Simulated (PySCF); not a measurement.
Geometry:
| atom | x (Å) | y (Å) | z (Å) |
| --- | --- | --- | --- |
| C1 | 3.744 | 0.354 | 0.025 |
| C2 | 2.462 | -0.268 | 0.510 |
| O3 | 2.426 | -0.990 | 1.480 |
| Si4 | 0.857 | 0.128 | -0.490 |
| C5 | -0.574 | -0.682 | 0.464 |
| C6 | -1.899 | -0.432 | -0.175 |
| Si7 | -2.772 | 1.236 | 0.031 |
| C8 | -2.474 | -1.378 | -0.899 |
| F9 | -3.663 | -1.170 | -1.510 |
| H10 | 3.637 | 1.436 | 0.036 |
| H11 | 4.585 | 0.058 | 0.647 |
| H12 | 3.917 | 0.050 | -1.004 |
| H13 | 1.010 | -0.437 | -1.836 |
| H14 | 0.727 | 1.586 | -0.585 |
| H15 | -0.581 | -0.293 | 1.484 |
| H16 | -0.382 | -1.756 | 0.534 |
| H17 | -2.867 | 1.886 | -1.276 |
| H18 | -1.961 | 2.047 | 0.944 |
| H19 | -4.098 | 1.009 | 0.603 |
| H20 | -2.099 | -2.374 | -1.095 |

- σ from GIAO-PBE0/pcSseg-1
- geometry: GFN2-xTB
- program: PySCF 2.14
- relativity neglected, one conformer, fast rotation and ring inversion assumed for equivalent nuclei, isolated molecule

Chemical shifts δ = σref − σ; TMS for ¹³C, all at this level.

Q: Do the ¹³C shifts follow the atomic charges (in e)? Tabulate both.

A: 
```csv
atoms,hybridisation,δ (ppm),σ para (ppm),Hirshfeld,IAO,Mulliken,ESP-fitted
C2,sp2,242.8,-313,+0.09,+0.16,-0.06,+0.54
C8,sp2,164.0,-230,+0.04,+0.13,+0.32,-0.06
C6,sp2,112.9,-188,-0.11,-0.31,-0.59,-0.00
C1,sp3,40.6,-106,-0.13,-0.48,-0.25,-0.50
C5,sp3,14.9,-81,-0.15,-0.52,-0.42,-0.58
```

Correlation coefficients of δ with charge over these carbons: Hirshfeld +0.95, IAO +0.94, Mulliken +0.54, ESP-fitted +0.97; with the paramagnetic shielding -1.00. With so few points, grouped by hybridisation, these coefficients are fragile. Charge is one influence among several: hybridisation and low-lying excitations act through the paramagnetic term.

Shifts are as computed. Against solution values, carbons near 30 ppm lie about +3 ppm off and those near 130 ppm about +5 ppm. Of 1211 compounds with measured shifts, 218 miss one by over three times the rms of a fit or turn the order of signals round; such compounds aren't used in these exercises.
